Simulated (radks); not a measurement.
Q: All-electron atom: the osmium ion Os5+ in [Xe] 4f14 5d3. Calculated with a radial shooting solver on a logarithmic mesh with Libxc functionals: scalar-relativistic Kohn-Sham, SCAN, spin-polarised, spherical densities, finite nucleus; open shells are filled with parallel spins first (spin-orbit coupling, left out, can overturn this in heavy ions); meta-GGA in the generalised Kohn-Sham scheme; Fermi nuclear charge, rms radius 5.4126 fm. Some entries of the table are withheld. Estimate them.

orbital  occ.  eigenvalue (eV)  <1/r> (bohr^-1)
1s up       1        -74002.72            90.43
1s down     1        -74002.72            90.43
2s up       1        -12967.83            21.19
2s down     1        -12967.66            21.19
2p up       3        -11297.45            19.06
2p down     3        -11297.28            19.06
3s up       1        -3077.918            7.859
3s down     1        -3077.864            7.859
3p up       3        -2584.445            7.217
3p down     3        -2584.372            7.217
3d up       5        -2032.033            6.800
3d down     5        -2031.880            6.800
4s up       1        -704.8409            3.343
4s down     1        -704.5291            3.342
4p up       3        -542.2247            3.033
4p down     3        -541.9223            3.033
4d up       5        -339.5850            2.707
4d down     5        -339.2154            2.708
5s up       1        -155.8514            1.340
5s down     1        -153.4375            1.349
4f up       7        -115.3036              (1)
4f down     7        -114.7292              (2)
5p up       3        -113.7443            1.152
5p down     3        -110.8321            1.163
5d up       3         -63.6584           0.8737

A: 
(1) 4f up <1/r> (bohr^-1): 2.243
(2) 4f down <1/r> (bohr^-1): 2.251
